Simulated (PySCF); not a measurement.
# Structure from NMR data

The spectra below were simulated for a compound C$_{3}$H$_{9}$ClOSi$_{2}$.

¹H NMR (400 MHz, computed): δ 5.15 (m, 1H), 5.10 (m, 1H), 5.05 (m, 1H), 4.88 (m, 1H), 3.21 (m, 1H), 2.61 (m, 1H), 2.06 (m, 1H), 1.02 (m, 1H), 0.90 (m, 1H).

¹³C{¹H} NMR (computed): δ 48.1 (CH), 35.0 (CH2), 15.2 (CH2).

Single conformer, non-relativistic, no solvent. Coordinates at the GFN2-xTB level; shielding tensors at PBE0/pcSseg-1 (GIAO); PySCF.

Scale: ¹H, ¹³C against TMS (reference shieldings calculated alike).

**Question.** Which of these isomers gave the spectra?
A. C=C[Si@@H](OC)[SiH2]Cl
B. Cl[C@H]1CC[SiH2]O[SiH2]1
C. CO[SiH2]/C=C\[SiH2]Cl

**Answer.** B. 

Rings plus π bonds: 1 (1 ring in the answer). 3 carbon signals for 3 carbons: no two carbons are equivalent. Carbon types of the structure: 1 × CH, 2 × CH2, leaving 4 H on heteroatoms. δC 48.1: sp3 CH bonded to Cl and Si; the inductive effect lowers its shielding. δC 35.0: sp3 CH2 in a ring; a saturated carbon with 2 carbon neighbours and no heteroatom attached. δC 15.2: sp3 CH2 bonded to Si. δH 3.21: hydrogen on an sp3 CH bonded to Cl and Si; its carbon carries Cl, an electronegative neighbour. δH 1.02, 0.90: hydrogen on an sp3 CH2 bonded to Si.

The others: CO[SiH2]/C=C\[SiH2]Cl would give 5 signals for carbon-bound and other non-exchanging H, not 9; C=C[Si@@H](OC)[SiH2]Cl would give 7 signals for carbon-bound and other non-exchanging H, not 9.

Carbons that carry Cl, above all several Cl atoms, come out too deshielded, partly because spin–orbit coupling is missing. Shifts are as computed. Against solution values, carbons near 30 ppm lie about +3 ppm off and those near 130 ppm about +5 ppm; carbons on Cl a further +6 ppm. Of 1211 compounds with measured shifts, 218 miss one by over three times the rms of a fit or turn the order of signals round; such compounds aren't used in these exercises. No couplings were computed; multiplicities are counted from neighbouring protons, with m where these are inequivalent, close in shift, in a saturated or five-membered ring or joined by F or P, and br s for small geminal =CH2 splittings.
